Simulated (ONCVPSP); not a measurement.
## Potentials for Fe compared

Generated with ld1.x 7.5 (TM, RRKJ, ultrasoft, PAW), atompaw 4.2 or ONCVPSP 4.0.1. The cutoff is in Ry: for ld1.x and atompaw files where the sum of valence levels is converged to 10 mRy in a Bessel basis, for ONCV files where the hardest occupied wave has 1 mHa per electron of residual kinetic energy. The error is the largest all-electron minus pseudo excitation energy over each file’s own four to seven test configurations (ionisations up to +4, promotions, holes and added fractions of an electron), all of which were solved. The labels leave out finer settings (local radius, basis sizes, second energies), which also bear on the numbers. Spin-polarised tests are not counted. The rows are a selection from randomly drawn settings: files with unsolved tests, undetermined cutoffs or missed reference levels are left out.

A true bound ghost makes a file unfit for plane-wave use even where its test errors are small: the radial tests pick states by their node count and pass the ghost by.

```tsv
potential	cutoff (Ry)	largest error (meV)	bound ghosts
ONCV, LDA (Perdew-Wang 92), scalar-relativistic, rc 1.50/0.95/1.70/1.70 (spdf), local smoothed, core correction yes, reference 3s2 3p6 3d6 4s2, qcut 8.3/10/9.7/6.8, projectors 2/2/3/2	72	+490	none
ONCV, PBE, scalar-relativistic, rc 1.25/0.90/1.50 (spd), local smoothed, core correction yes, reference 3s2 3p6 3d6 4s1.5, qcut 12.5/10.9/8.7, projectors 2/3/2	123	-158	p
ONCV, LDA (Perdew-Wang 92), scalar-relativistic, rc 1.15/0.80/1.20 (spd), local smoothed, core correction yes, reference 3s2 3p6 3d6 4s2, qcut 9.2/11/12.9, projectors 2/2/2	130	+14	none
```

Problem. Fill in the row for Fe: ONCV, Wu-Cohen, scalar-relativistic, rc 2.25/1.70/1.10/1.95 (spdf), local smoothed, core correction yes, reference 3d6 4s2, qcut 2.3/5.3/15.4/5.6, projectors 1/1/2/2.

Solution. cutoff 165 Ry, largest error -204 meV, bound ghosts: s.

Problem. Fill in the row for Fe: ONCV, PBEsol, scalar-relativistic, rc 1.60/1.40/1.85 (spd), local smoothed, core correction yes, reference 3s2 3p6 3d6 4s1.5, qcut 6.5/9.8/7.8, projectors 2/1/1.

Solution. cutoff 65 Ry, largest error -487 meV, bound ghosts: none.

Problem. Fill in the row for Fe: ONCV, LDA (Perdew-Wang 92), scalar-relativistic, rc 1.25/1.70/1.80 (spd), local smoothed, core correction no, reference 3s2 3p6 3d6 4s1 4p1, qcut 10.9/8.1/10.3, projectors 2/3/3.

Solution. cutoff 77 Ry, largest error +4.6 meV, bound ghosts: none.
